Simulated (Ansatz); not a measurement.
CH₃BrOSe, SMILES CO[Se]Br.

The structure is a stationary point at PBE0-D3(BJ)/def2-SVP. This is a generated structure with no PubChem entry under its InChIKey; it may be hypothetical. One conformer was computed; it need not be the lowest.

Two levels are set side by side: PBE/def2-SVPD (Ansatz, a program for electronic structure) and CAM-B3LYP/def2-SVPD (Ansatz). Energy differences of separate SCF runs at the same geometry; the states with an electron removed or added have multiplicity 2 and 2. Differences are taken from unrounded values.

| quantity | CAM-B3LYP | PBE | PBE minus CAM-B3LYP |
|---|---|---|---|
| vertical ionisation energy (eV) | 9.07 | 8.63 | -0.45 |
| vertical electron affinity (eV) | 0.70 | 0.62 | -0.07 |
| vertical singlet–triplet gap (eV) | 2.18 | 2.03 | -0.15 |
